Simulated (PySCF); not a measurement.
Structure with atom numbers: `[CH2:1]=[C:2]([CH3:3])[SiH2:4][C@H:5]([F:6])[C:7](=[O:8])[OH:9]`. Each H is labelled by its parent atom. Ha(C1) is cis to C3; Ha(Si4) is pro-R; Hb(Si4) is pro-S; Hb(C1) is trans to C3.

- geometry from GFN2-xTB
- PBE0/pcSseg-1 with gauge-including orbitals
- code: PySCF
- gas phase, averaged over atoms made equivalent by symmetry, fast rotation or ring inversion, relativity neglected, single conformer

Question: Predict the 2D correlation tables (HSQC, COSY, HMBC).

Answer: 

HSQC (one-bond C–H):
```
           δH          δC
6.50 (Hb(C1))  141.9 (C1)
6.33 (Ha(C1))  141.9 (C1)
 5.49 (H(C5))   86.9 (C5)
 2.01 (H(C3))   28.0 (C3)
```

COSY cross peaks (H two or three bonds apart, from the bond graph; peaks can be absent where the dihedral angle is near 90°):
```
            δH              δH
 6.50 (Hb(C1))   6.33 (Ha(C1))
  5.49 (H(C5))  4.58 (Hb(Si4))
  5.49 (H(C5))  4.51 (Ha(Si4))
4.58 (Hb(Si4))  4.51 (Ha(Si4))
```

HMBC (two and three bonds, from the bond graph):
```
            δH                                                        δC
 6.50 (Hb(C1))                                     143.3 (C2), 28.0 (C3)
 6.33 (Ha(C1))                                     143.3 (C2), 28.0 (C3)
  5.49 (H(C5))                                    179.6 (C7), 143.3 (C2)
4.58 (Hb(Si4))  179.6 (C7), 143.3 (C2), 141.9 (C1), 86.9 (C5), 28.0 (C3)
4.51 (Ha(Si4))  179.6 (C7), 143.3 (C2), 141.9 (C1), 86.9 (C5), 28.0 (C3)
  2.01 (H(C3))                                    143.3 (C2), 141.9 (C1)
```

Referencing at the same level of theory: 1H and 13C against TMS.

Short H···H contacts in this conformer between protons four or more bonds apart (candidates for NOE cross peaks, intensity ∝ r⁻⁶): Ha(C1)···H(C3) 2.35 Å, Hb(C1)···H(C5) 2.79 Å.

The OH or NH signal is concentration- and solvent-dependent in practice; the value given is the gas-phase one. Shifts are as computed. Against solution values, carbons near 30 ppm lie about +3 ppm off and those near 130 ppm about +5 ppm. Of 1211 compounds with measured shifts, 218 miss one by over three times the rms of a fit or turn the order of signals round; such compounds aren't used in these exercises. Hydrogen bonding in solution deshields acid and N–H amide carbonyl carbons by as much as 10 ppm beyond these values.
